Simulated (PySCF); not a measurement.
SMILES [SiH3]O[C@@]12C=CC[C@@H]1C2, C6H10OSi

Geometry (Å), atoms numbered from 1 in this order:
```xyz
18

Si    2.6537    0.7645    0.2207
O     1.4281    0.1208    1.0644
C     0.1035   -0.0268    0.7324
C    -0.7198    1.1595    0.3921
C    -1.6294    0.8661   -0.5278
C    -1.5388   -0.5592   -0.9970
C    -0.4252   -1.1414   -0.1493
C    -0.6618   -1.1733    1.3358
H     2.4779    2.2064    0.0277
H     2.7840    0.1440   -1.1007
H     3.7449    0.4351    1.1233
H    -0.5540    2.1112    0.8635
H    -2.3735    1.5381   -0.9190
H    -2.4849   -1.0846   -0.8455
H    -1.3034   -0.6039   -2.0632
H     0.2351   -1.8766   -0.5827
H    -1.6571   -0.9878    1.7113
H    -0.0881   -1.8858    1.9080
```

The calculation used GIAO B3LYP/pcSseg-1 magnetisability, rotational g tensor and spin-rotation constants, non-relativistic, gas phase (PySCF 2.14.0). Geometry: GFN2-xTB.

**Question.** What are the magnetisability and the molar susceptibility?

**Answer.** Isotropic -1301 × 10⁻³⁰ J/T², or -78.3 × 10⁻⁶ cm³/mol; principal values -1485, -1271, -1147 × 10⁻³⁰ J/T², anisotropy 296 × 10⁻³⁰ J/T² (root of half the summed squared differences of the principal values). The susceptibility is in cgs units.

**Question.** Split it along the inertial axes a, b, c into diamagnetic and paramagnetic parts about the centre of mass, with the quadrupole moment.

**Answer.** 
```
axis  χ (10⁻⁶ cm³/mol)  diamagnetic (10⁻⁶ cm³/mol)  paramagnetic (10⁻⁶ cm³/mol)  summed x² of all electrons (Å²)  quadrupole Θ (D Å)
   a             -84.7                      -487.0                        402.4                            215.0               +1.92
   b             -76.0                     -1103.0                       1027.0                             69.8               -0.98
   c             -74.4                     -1208.2                       1133.8                             45.0               -0.94
```
Anisotropies 2χaa − χbb − χcc = -18.9 and 2χbb − χaa − χcc = +7.1 × 10⁻⁶ cm³/mol. Θ is traceless in Buckingham's convention.

**Question.** And the rotational g tensor?

**Answer.** 
```tsv
axis	rotational constant (GHz)	g	nuclear part	electronic part
a	3.4333	-0.0258	0.6232	-0.6490
b	1.2296	-0.0133	0.5800	-0.5933
c	1.1112	-0.0128	0.5790	-0.5919
```
Asymmetric top; isotopes 12C, 1H, 16O, 28Si; no vibrational averaging.
